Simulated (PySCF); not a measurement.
All values below come from TPSSh-D3(BJ)/def2-TZVP // TPSS-D3(BJ)/def2-SVP in PySCF. All species are isolated molecules in the gas phase. One relaxed conformer stands for a flexible species; it need not be the lowest. 

Reference species: [Mo(OH)6] (neutral, multiplicity 1).

The coordination number is 6 and the charge on the central atom (Mulliken) is 1.60 e.

Changed species: [Mo(OH)2(NH2)4] (4 of 6 OH replaced by NH2; the reference has 0 of 6 OH replaced by NH2).

**Question.** Give the shifts of the coordination number and charge on the central atom (Mulliken).

**Answer.** the coordination number hardly moves; the charge on the central atom (Mulliken) decreases by 0.09 e, to 1.51 e.
